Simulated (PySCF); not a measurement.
**Dipole response of Cl+ (chlorine, charge +1)**

[Ne] 3s2 3p4, high-spin 3P determinant. All numbers are calculated (PySCF 2.14, no relativity, point nucleus, in dyall-acv3z (19s12p6d4f, 113 functions)). Coupled (time-dependent) response in atomic units; α is the mean over directions.

| method | mean α (bohr³) | α xx, yy, zz | C₆ (like pair) | S(−4) |
| --- | --- | --- | --- | --- |
| LC-wPBE | 8.612 | 8.482, 8.874, 8.482 | 40.60 | 17.85 |

S(−4) is the Cauchy moment in α(ω) = α(0) + S(−4) ω² + …

α(iu) at LC-wPBE:

```
u (hartree)  α(iu) (bohr³)
          0          8.612
     0.0500          8.568
      0.100          8.438
      0.200          7.960
      0.300          7.284
      0.500          5.767
      0.750          4.150
       1.00          3.014
       1.50          1.733
       2.00          1.113
       3.00         0.5772
       5.00         0.2521
```

A single London oscillator, α(iu) = α/(1 + u²/ω²), gives C₆ = (3/4) ω α². Matching the computed C₆ needs ω = 4 × 40.60 / (3 × 8.612²) = 0.730 hartree.

For an ion, C₆ is the dispersion term alone; charge-induced terms of lower order in 1/R come first.

The components differ because the open shell of this determinant is not spherical; for a pure term their mean is the scalar polarisability.
